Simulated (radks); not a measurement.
The numbers below are computed, except where a source is named.
Q: Neutral krypton, 36 electrons, occupied as [Ar] 3d10 4s2 4p5 5f1 (not the ground configuration). Level of theory: Dirac Kohn-Sham, PBE, spin-unpolarised, spherical densities, finite nucleus; open shells fill j = l - 1/2 first; Fermi nuclear charge, rms radius 4.1884 fm (a radial shooting solver on a logarithmic mesh with Libxc functionals). Some entries of the table are withheld. Estimate them.

orbital,occ.,eigenvalue (eV),<r> (bohr)
1s1/2,2,-14164.02,(1)
2s1/2,2,-1874.263,0.1832
2p1/2,2,-1694.790,0.1573
2p3/2,4,-1640.958,0.1613
3s1/2,2,-274.5433,0.5301
3p1/2,2,-211.1660,0.5334
3p3/2,4,-203.2478,0.5438
3d3/2,4,-92.8234,0.5532
3d5/2,6,-91.5200,0.5571
4s1/2,2,-32.7826,1.538
4p1/2,2,-18.8483,(2)
4p3/2,3,-18.1319,(3)
5f5/2,1,-0.3656,29.55
5f7/2,0,-0.3656,29.55

A: 
(1) 1s1/2 <r> (bohr): 0.04149
(2) 4p1/2 <r> (bohr): 1.805
(3) 4p3/2 <r> (bohr): 1.842
